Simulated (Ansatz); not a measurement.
Compare A (`CO[SiH](N)O`) with its isomer B (`N[SiH2]OCO`).

Isolated molecules relaxed with PBE0-D4/def2-TZVP in Ansatz; ΔE leaves out vibrations. CCSD(T)/CBS adds triple-zeta CCSD(T) − MP2 to the extrapolated MP2 energy (def2 sets, frozen cores). Functionals use def2-TZVPP. Each species was taken in one conformer, which may not be the lowest.

A:

Z-matrix (Å, degrees):
```
C
O 1 1.409
H 1 1.096 2 111.5
H 1 1.094 2 111.3 3 121.4
H 1 1.092 2 108.2 3 -119.0
Si 2 1.633 1 124.0 3 -61.2
O 6 1.643 2 104.9 1 -50.7
N 6 1.701 2 112.4 1 -171.5
H 6 1.486 2 110.4 1 69.5
H 7 0.958 6 116.5 2 -174.4
H 8 1.008 6 120.7 2 55.7
H 8 1.007 6 119.3 2 -88.7
```

B:

```xyz
12

N    -2.220   -0.646   -0.752
Si   -0.986    0.145    0.112
O     0.523   -0.219   -0.476
C     1.669   -0.160    0.318
O     1.976    1.139    0.725
H    -2.302   -1.649   -0.758
H    -2.599   -0.239   -1.591
H    -1.256    1.597   -0.023
H    -0.997   -0.298    1.531
H     2.482   -0.600   -0.271
H     1.537   -0.731    1.244
H     2.172    1.661   -0.059
```

**Question.** Which is lower in electronic energy at CCSD(T)/CBS, and by how much? (Estimate.)

**Answer.** Computed: A, by 167.2 kJ/mol.

**Question.** Give E(B) − E(A) in kJ/mol with CCSD/def2-TZVPP, CCSD(T)/def2-TZVPP, ωB97M-V, PBE0-D4, B2PLYP, PBE-D4, HF/def2-TZVPP. (An estimate is asked.)

**Answer.** Ansatz gave: CCSD/def2-TZVPP 164.9, CCSD(T)/def2-TZVPP 163.2, ωB97M-V 163.0, PBE0-D4 157.5, B2PLYP 164.9, PBE-D4 151.9, HF/def2-TZVPP 167.3. None reverses the order clearly.

Largest T1 diagnostic: 0.011.

From PBE to PBE0 (25 % exact exchange), in def2-TZVPP and without D4, E(B) − E(A) moves by +5.7 kJ/mol.
